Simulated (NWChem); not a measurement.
Molecule: BI3; SMILES IB(I)I

```xyz
4

B      0.0000     0.0000     0.0000
I      0.7201     1.9939     0.0000
I      1.3667    -1.6206     0.0000
I     -2.0868    -0.3733     0.0000
```
Atoms are numbered in this order, from 1.

Computed with NWChem. Geometry: optimised at PBE0/def2-SVP. def2 effective core potentials on I; no spin-orbit coupling.

```
level                                          basis functions  highest occupied level (eV)  orbital gap (eV)
---------------------------------------------  ---------------  ---------------------------  ----------------
B3LYP/STO-3G (all-electron, non-relativistic)               86                        -4.91              5.20
B3LYP/3-21G (all-electron, non-relativistic)               102                        -6.92              4.46
B3LYP/def2-SVP (core potentials)                            92                        -7.02              4.49
B3LYP/def2-SVPD (core potentials)                          125                        -7.14              4.45
B3LYP/def2-TZVP (core potentials)                          181                        -7.13              4.50
```
